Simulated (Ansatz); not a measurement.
Start from `[AlH2][SiH]([SiH3])[SiH3]` and change one atom or group to get `N[SiH]([AlH2])[SiH3]`.

Ansatz, PBE0-D4/def2-TZVP geometries, multiplicity 1. Each molecule was computed in one conformer, which needn't be the lowest.

```csv
property,`[AlH2][SiH]([SiH3])[SiH3]`
LUMO energy (B3LYP/def2-TZVPP) / eV,-2.40
LUMO energy (ωB97M-V/def2-TZVPP) / eV,-0.63
HOMO–LUMO gap (PBE0/def2-TZVPP) / eV,5.21
HOMO energy (PBE/def2-TZVPP) / eV,-6.42
HOMO–LUMO gap (ωB97M-V/def2-TZVPP) / eV,8.71
HOMO energy (PBE0/def2-TZVPP) / eV,-7.43
```

Q: What does the change do to each property? (Best estimate.)

A: Ansatz gave: 
| property | `N[SiH]([AlH2])[SiH3]` | shift |
| --- | --- | --- |
| LUMO energy (B3LYP/def2-TZVPP) / eV | -2.23 | 0.17 |
| LUMO energy (ωB97M-V/def2-TZVPP) / eV | -0.45 | 0.18 |
| HOMO–LUMO gap (PBE0/def2-TZVPP) / eV | 4.42 | -0.79 |
| HOMO energy (PBE/def2-TZVPP) / eV | -5.37 | 1.05 |
| HOMO–LUMO gap (ωB97M-V/def2-TZVPP) / eV | 8.02 | -0.69 |
| HOMO energy (PBE0/def2-TZVPP) / eV | -6.48 | 0.95 |

With PBE0 the HOMO rises by 0.95 eV and the LUMO rises by 0.16 eV, so the gap narrows by about 0.79 eV. PBE moves the HOMO by 1.05 eV and ωB97M-V by 0.87 eV.

B3LYP here is the variant with VWN-RPA as its local correlation; programs differ in this.
